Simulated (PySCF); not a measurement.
HSSi, SMILES [Si]=[SH+] (connectivity only; charge and spin as stated), charge +1, multiplicity 1.

Coordinates come from a B3LYP-D3(BJ)/def2-TZVP optimisation. The isomer is the one that the SMILES or the coordinates give; other isomers of the formula were not compared.

Computed with PySCF with TDA-PBE/def2-TZVPD.

Vertical excitations. Isolated molecule, no solvent. State labels are in the subgroup Cs.

| state | symmetry | energy (eV) | λ (nm) | f | main pairs |
|---|---|---|---|---|---|
| S1 | A" | 3.38 | 367 | 0.000 | HOMO−1→LUMO 100 % |
| S2 | A' | 3.82 | 325 | 0.022 | HOMO→LUMO 95 % |
| S3 | A" | 4.58 | 271 | 0.023 | HOMO→LUMO+1 97 % |
| S4 | A' | 5.19 | 239 | 0.062 | HOMO−1→LUMO+1 77 % |
| S5 | A' | 6.82 | 182 | 0.011 | HOMO−2→LUMO 63 %, HOMO→LUMO+2 23 % |
| S6 | A" | 7.15 | 173 | 0.017 | HOMO−2→LUMO+1 84 % |
| S7 | A" | 7.20 | 172 | 0.001 | HOMO−1→LUMO+2 87 % |
| S8 | A' | 7.23 | 172 | 0.003 | HOMO→LUMO+2 72 %, HOMO−2→LUMO 12 %, HOMO→LUMO+3 11 % |
| S9 | A" | 7.72 | 161 | 0.026 | HOMO−1→LUMO+3 97 % |
| S10 | A' | 8.92 | 139 | 0.053 | HOMO−3→LUMO 72 % |
| T1 | A' | 2.52 | 491 | 0 | HOMO→LUMO 98 % |
| T2 | A" | 3.08 | 402 | 0 | HOMO−1→LUMO 96 % |
| T3 | A" | 3.25 | 382 | 0 | HOMO→LUMO+1 95 % |
| T4 | A' | 3.38 | 367 | 0 | HOMO−1→LUMO+1 99 % |
Triplets are in the Tamm–Dancoff approximation.
